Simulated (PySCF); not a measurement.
PySCF job for HSi, SMILES [SiH] (connectivity only; charge and spin as stated), neutral, multiplicity 2, SMD-M06-2X/def2-SVP. Geometry optimised at r2SCAN-D4/def2-TZVPD.

```python
import numpy as np
from pyscf import gto, scf, dft
from pyscf.solvent import smd

mol = gto.M(
    atom='''
    Si    0.00000000    0.00000000   -0.10197013
    H     0.00000000    0.00000000    1.42758175
    ''',
    basis='def2-SVP',
    charge=0,
    spin=1,
    max_memory=1600,
    verbose=3,
)
mf = dft.UKS(mol, xc='m06-2x').density_fit(auxbasis='def2-universal-jkfit')
mf.grids.level = 4
mf.conv_tol = 1e-9
mf.max_cycle = 100
mf.kernel()
fine, coarse = mf.grids, dft.Grids(mol).set(level=1).build(with_non0tab=True)
for _ in range(3):  # follow internal instabilities
    mf.grids = coarse
    mo, _, stable, _ = mf.stability(return_status=True, nroots=4)
    mf.grids = fine
    if stable:
        break
    mf.kernel(mf.make_rdm1(mo, mf.mo_occ))
res = {}
for name in ['water', 'ethylethanoate', 'cyclohexanone']:
    s = mf.SMD()
    s.with_solvent.solvent, s.with_solvent.sasa_ng = name, 302
    s.kernel(mf.make_rdm1())
    res[name] = (s.e_tot, s.with_solvent.get_cds(), s.dip_moment(), s.mo_energy, s.converged)
    print(f'SMD {name}: dG(solv) = {(s.e_tot - mf.e_tot) * 627.509474:.3f} kcal/mol, of which CDS {res[name][1] * 627.509474:.3f}')
```

Output:

```

WARN: HOMO -0.110639303892079 >= LUMO -0.110639303892079

converged SCF energy = -289.869270667133  <S^2> = 0.75264025  2S+1 = 2.0026385
<class 'pyscf.df.df_jk.DFUKS'> wavefunction has an internal instability
converged SCF energy = -289.869270576311  <S^2> = 0.75264011  2S+1 = 2.0026384
<class 'pyscf.df.df_jk.DFUKS'> wavefunction is stable in the internal stability analysis
converged SCF energy = -289.870614959644  <S^2> = 0.75265609  2S+1 = 2.0026543
Dipole moment(X, Y, Z, Debye):  0.00000, -0.00000,  0.31016
SMD water: dG(solv) = -0.844 kcal/mol, of which CDS 0.567
converged SCF energy = -289.87221841324  <S^2> = 0.75265201  2S+1 = 2.0026503
Dipole moment(X, Y, Z, Debye):  0.00000, -0.00000,  0.29433
SMD ethylethanoate: dG(solv) = -1.850 kcal/mol, of which CDS -0.774
converged SCF energy = -289.871985810806  <S^2> = 0.75265462  2S+1 = 2.0026529
Dipole moment(X, Y, Z, Debye):  0.00000, -0.00000,  0.30447
SMD cyclohexanone: dG(solv) = -1.704 kcal/mol, of which CDS -0.412
```

The calculation finished and met its thresholds.
